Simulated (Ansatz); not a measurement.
An input meant for W(NH)2Br2 (WBr₂N₂H₂) (charge 0, singlet; atoms displaced at random, 0.03 Å in each coordinate).

```yaml
crystal:
  periodic: [false, false, false]
  atoms:
    - {symbol: W, position_ang: [-0.407559, -0.018798, -0.237802]}
    - {symbol: N, position_ang: [-0.319529, -0.033835, 1.486240]}
    - {symbol: H, position_ang: [0.020751, -0.037903, 2.395362]}
    - {symbol: N, position_ang: [1.351514, -0.039592, -0.805772]}
    - {symbol: H, position_ang: [2.284509, 0.007344, -0.766810]}
    - {symbol: Br, position_ang: [-1.420542, 2.107103, -0.980873]}
    - {symbol: Br, position_ang: [-1.420051, -2.033212, -1.008030]}
basis:
  gaussian: {orbitals: def2-SVP, final_grid: {core_spheres: 1, valence_spheres: 1, degree: 1}}
hamiltonian: {xc: {name: wB97M-V}}
correlation: {electrons: outside_noble_gas}
accuracy: high
scf: {omitted_lower_state_checks: [starts]}
output: {forces: true}
```

```sh
$ ansatz run in.yaml --threads 2 --pin off --events-out ev --progress --plain --max-ram 22528MiB --backend cpu
```

Q: Predict how Ansatz answers.

A: The input was rejected before any iteration.
```
Error: invalid value for `correlation`: name a method or an active space
```
